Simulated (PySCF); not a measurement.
**SMILES Fc1occc1Br, C4H2BrFO**

Geometry:
| atom | x (Å) | y (Å) | z (Å) |
| --- | --- | --- | --- |
| F1 | -1.670 | -1.774 | 0.162 |
| C2 | -0.731 | -0.887 | -0.118 |
| O3 | 0.529 | -1.324 | -0.154 |
| C4 | 1.296 | -0.254 | -0.454 |
| C5 | 0.536 | 0.859 | -0.610 |
| C6 | -0.807 | 0.446 | -0.389 |
| Br7 | -2.348 | 1.510 | -0.455 |
| H8 | 2.352 | -0.420 | -0.526 |
| H9 | 0.858 | 1.851 | -0.850 |

Method used: PySCF 2.14.0, GIAO KT3/pcSseg-1 magnetisability, rotational g tensor and spin-rotation constants, non-relativistic, gas phase. Geometry: GFN2-xTB.

The calculation is non-relativistic, which matters for the atoms heavier than Zn.

Give the nuclear spin-rotation constants along the inertial axes (H = +C I·J) beside the isotropic shieldings.

Rotational constants 3.6959, 1.1897, 0.9000 GHz. A star marks the isotopologue with that one atom substituted, in its own axes.
```tsv
atom	isotope	Caa (kHz)	Cbb (kHz)	Ccc (kHz)	mean (kHz)	σ (ppm)
F1	19F	5.730	1.266	0.613	2.537	280.4
Br7	79Br	1.391	2.603	1.482	1.825	2208.0
H8	1H	0.105	-0.036	-0.097	-0.009	24.9
H9	1H	-0.246	0.082	-0.105	-0.090	25.4
C2	13C*	1.341	0.500	0.249	0.697	28.3
O3	17O*	-1.161	-0.465	-0.118	-0.582	55.1
C4	13C*	1.171	0.471	0.177	0.607	60.9
C5	13C*	1.100	0.490	0.141	0.577	72.1
C6	13C*	1.212	0.307	0.150	0.557	97.3
```
For the geometry as given, no vibrational averaging.

How do the rotational constants and the g tensor change when H8, H9 are replaced by deuterium?

Constants 3.4500, 1.1612, 0.8688 GHz; g -0.0373, -0.0142, 0.0021, against -0.0397, -0.0145, 0.0022 before.
